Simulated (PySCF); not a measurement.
C2H5BO3, SMILES OB1COCO1. Atoms are numbered in the order given.

```xyz
11

O      2.1381    -0.1047     0.3515
B      0.8013    -0.0309     0.1169
C     -0.0804     1.2543    -0.1847
O     -1.4099     0.7186    -0.0141
C     -1.3373    -0.6553    -0.2761
O     -0.0350    -1.1268     0.0930
H      2.4287    -1.0258     0.4873
H      0.0734     1.6493    -1.2215
H      0.0509     2.1058     0.5128
H     -2.1137    -1.1788     0.3220
H     -1.4858    -0.8876    -1.3636
```

Coordinates come from a PBE-D3(BJ)/def2-SVP optimisation. This is a generated structure with no PubChem entry under its InChIKey; it may be hypothetical. The values are those of a single conformer.

The numbers are results of HF/def2-TZVP (PySCF), not measurements.

ESP charges are fitted to the potential on shells at 1.4 to 2.0 van der Waals radii. Atomic charges (e):

| atom | ESP fit | IAO | Löwdin |
|---|---|---|---|
| O1 | -0.81 | -0.61 | 0.15 |
| B2 | 0.79 | 0.65 | -0.78 |
| C3 | 0.09 | -0.17 | -0.20 |
| O4 | -0.47 | -0.47 | 0.11 |
| C5 | 0.30 | 0.25 | -0.27 |
| O6 | -0.58 | -0.53 | 0.27 |
| H7 | 0.48 | 0.38 | 0.23 |
| H8 | 0.02 | 0.12 | 0.14 |
| H9 | 0.05 | 0.14 | 0.14 |
| H10 | 0.09 | 0.14 | 0.11 |
| H11 | 0.04 | 0.10 | 0.11 |

Computed Mayer and Wiberg (Löwdin basis) orders of the bonds:
```csv
bond,Mayer,Wiberg
O1–B2,1.25,1.97
B2–C3,1.03,1.15
C3–O4,0.88,1.34
O4–C5,0.99,1.51
B2–O6,1.16,1.76
C5–O6,0.93,1.32
O1–H7,0.85,0.93
C3–H8,0.96,0.85
C3–H9,0.97,0.86
C5–H10,0.98,0.91
C5–H11,0.98,0.91
```
